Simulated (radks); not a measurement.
Effect of the nuclear size on the hafnium ion Hf+, [Xe] 4f14 5d1 6s2. Method: Dirac Kohn-Sham, exchange-only LDA, spin-unpolarised, spherical densities, finite nucleus; open shells fill j = l - 1/2 first; Fermi nuclear charge, rms radius 5.347 fm; computed with a radial shooting solver on a logarithmic mesh with Libxc functionals. The rms radius is varied about that value; shifts are against it.

[
 {"rms radius (fm)": "4.5236", "total energy shift (eV)": "-13.9", "density at nucleus (e/bohr^3)": "1.271e+06", "1s1/2 shift (meV)": "-5640", "2s1/2 shift (meV)": "-780", "5p1/2 shift (meV)": "0.621", "6s1/2 shift (meV)": "-0.524", "5d3/2 shift (meV)": "0.522", "6p1/2 (empty) shift (meV)": "0.209", "7s1/2 (empty) shift (meV)": "-0.069"},
 {"rms radius (fm)": "5.0422", "total energy shift (eV)": "-5.31", "density at nucleus (e/bohr^3)": "1.227e+06", "1s1/2 shift (meV)": "-2160", "2s1/2 shift (meV)": "-299", "5p1/2 shift (meV)": "0.238", "6s1/2 shift (meV)": "-0.201", "5d3/2 shift (meV)": "0.200", "6p1/2 (empty) shift (meV)": "0.080", "7s1/2 (empty) shift (meV)": "-0.026"},
 {"rms radius (fm)": "5.347", "total energy shift (eV)": "0", "density at nucleus (e/bohr^3)": "1.204e+06", "1s1/2 shift (meV)": "0.000", "2s1/2 shift (meV)": "0.000", "5p1/2 shift (meV)": "0.000", "6s1/2 shift (meV)": "0.000", "5d3/2 shift (meV)": "0.000", "6p1/2 (empty) shift (meV)": "0.000", "7s1/2 (empty) shift (meV)": "0.000"},
 {"rms radius (fm)": "5.6197", "total energy shift (eV)": "4.93", "density at nucleus (e/bohr^3)": "1.184e+06", "1s1/2 shift (meV)": "2010", "2s1/2 shift (meV)": "277", "5p1/2 shift (meV)": "-0.221", "6s1/2 shift (meV)": "0.186", "5d3/2 shift (meV)": "-0.186", "6p1/2 (empty) shift (meV)": "-0.074", "7s1/2 (empty) shift (meV)": "0.025"},
 {"rms radius (fm)": "6.3255", "total energy shift (eV)": "18.4", "density at nucleus (e/bohr^3)": "1.139e+06", "1s1/2 shift (meV)": "7500", "2s1/2 shift (meV)": "1040", "5p1/2 shift (meV)": "-0.825", "6s1/2 shift (meV)": "0.697", "5d3/2 shift (meV)": "-0.695", "6p1/2 (empty) shift (meV)": "-0.277", "7s1/2 (empty) shift (meV)": "0.092"}
]

Slopes of the eigenvalues against <r^2> in GHz/fm^2, as finite differences over the two radii next to the reference (eigenvalue slopes, not the field-shift constants of lines): 1s1/2 164000, 2s1/2 22600, 5p1/2 -18.0, 6s1/2 15.2, 5d3/2 -15.1, 6p1/2 (empty) -6.05, 7s1/2 (empty) 2.01.
